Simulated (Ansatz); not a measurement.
Born–Oppenheimer molecular dynamics of ClH₅SSn (8 atoms, charge 0, multiplicity 1). It starts at the highest image of a converged band. Of that band: The profile has 2 maxima (images 1, 4) with wells between them (image 3): this band takes more than one step, which may be the mechanism or a detour left from its start path. Neighbouring images differ by up to 1.6 eV, so the band resolves the path poorly. A vibrational analysis at the climbing image gives one clearly imaginary mode, 1183i cm⁻¹: a first-order saddle point.

All numbers below come from RKS r2SCANh-D4/def2-SVP in Ansatz 0.2.0.

```yaml
ensemble: NVE (velocity Verlet)
time_step: 0.5 fs
steps_asked: 143
starting_velocities_drawn_for: 300 K
seed: 10772
```

First frame:

```xyz
8
Properties=species:S:1:pos:R:3
Sn 0.070 0.246 -0.033
H 1.086 -0.444 1.482
H 1.353 -0.149 -1.086
Cl -0.910 1.991 -1.367
H -1.288 -0.713 0.323
S 0.416 2.036 2.012
H 1.556 2.494 1.453
H 0.963 0.573 2.011
```

(1) How far do the bonds stretch over the last three quarters of this one trajectory? (Pairs bonded in most of those frames.)

## Answers

(1) 
```json
{"bond": "Sn1–H2", "mean (Å)": "1.748", "spread (Å)": "0.056", "shortest": "1.66", "longest": "1.84"}
{"bond": "Sn1–H3", "mean (Å)": "1.719", "spread (Å)": "0.036", "shortest": "1.66", "longest": "1.78"}
{"bond": "Sn1–Cl4", "mean (Å)": "2.478", "spread (Å)": "0.035", "shortest": "2.42", "longest": "2.52"}
{"bond": "Sn1–H5", "mean (Å)": "1.722", "spread (Å)": "0.013", "shortest": "1.70", "longest": "1.75"}
{"bond": "Sn1–S6", "mean (Å)": "2.920", "spread (Å)": "0.185", "shortest": "2.70", "longest": "3.29"}
{"bond": "S6–H7", "mean (Å)": "1.354", "spread (Å)": "0.026", "shortest": "1.31", "longest": "1.39"}
{"bond": "S6–H8", "mean (Å)": "1.368", "spread (Å)": "0.060", "shortest": "1.27", "longest": "1.45"}
```

Mean temperature of the second half: 1097 K. The conserved energy stayed within 0.14 meV per atom of its start (net change -0.064 meV per atom), so the integration is sound. The kinetic energy rose, since the run started high on the potential surface and went downhill. It ends in pieces (ClH3Sn + H2S), so much of that is their flight and rotation, not heat. A run of 0.071 ps of so small a system gives no equilibrium averages. The orbitals stay closed-shell, which can raise the energy where a bond breaks towards radicals; this wasn't checked here.

The run took 8.7 min on 2 threads of Arm Neoverse V2, on a shared host, peak memory 0.21 GiB.
